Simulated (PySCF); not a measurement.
**Adding and removing an electron: TlB**

PBE0; PySCF, scalar-relativistic core potentials, basis sets Tl def2-SVPD with ECP60, B def2-SVPD. Neutral (UKS): triplet (σ ↑, π ↑), Re = 2.485 Å, ωe = 351 cm⁻¹, De = 1.72 eV, HOMO -4.86 eV, LUMO -2.85 eV.

TlB⁺ (UKS): doublet (σ ↑), Re = 3.081 Å, ωe = 176 cm⁻¹. The energies at the minima are -197.14820 hartree for TlB and -196.90938 for TlB⁺.

Question: Work out the adiabatic ionisation energy, without and with harmonic zero-point energies (1 hartree = 27.2114 eV, 1 eV = 8065.5 cm⁻¹), and the change of the bond length.

Answer: At PBE0: 0.23882 hartree = 6.499 eV between the minima; the zero-point term (176.0 − 351.0)/2 cm⁻¹ = -0.011 eV makes it 6.488 eV. Re changes by +59.6 pm against the neutral. The electron leaves a π orbital, and the ion is left as a loose complex of an ion and an atom.

TlB⁻ (UKS): quartet (σ ↑, π ↑↑), Re = 2.290 Å, ωe = 442 cm⁻¹. The energies at the minima are -197.14820 hartree for TlB and -197.19671 for TlB⁻.

Question: Work out the adiabatic electron affinity, without and with harmonic zero-point energies (1 hartree = 27.2114 eV, 1 eV = 8065.5 cm⁻¹), and the change of the bond length.

Answer: At PBE0: 0.04851 hartree = 1.320 eV between the minima; the zero-point term (351.0 − 442.0)/2 cm⁻¹ = -0.006 eV makes it 1.314 eV. Re changes by -19.5 pm against the neutral. The electron enters a π orbital, and the shorter bond of the ion fits a bonding orbital, or a change in how ionic the bond is.

These are scalar-relativistic numbers at best; spin–orbit coupling would shift them, the dissociation energy most. The highest Kohn–Sham level is positive in this anion. Much of that is self-interaction error, but it also means that the finite basis helps to hold the extra electron. States were picked by a PBE0 search and need not be the measured ground states.
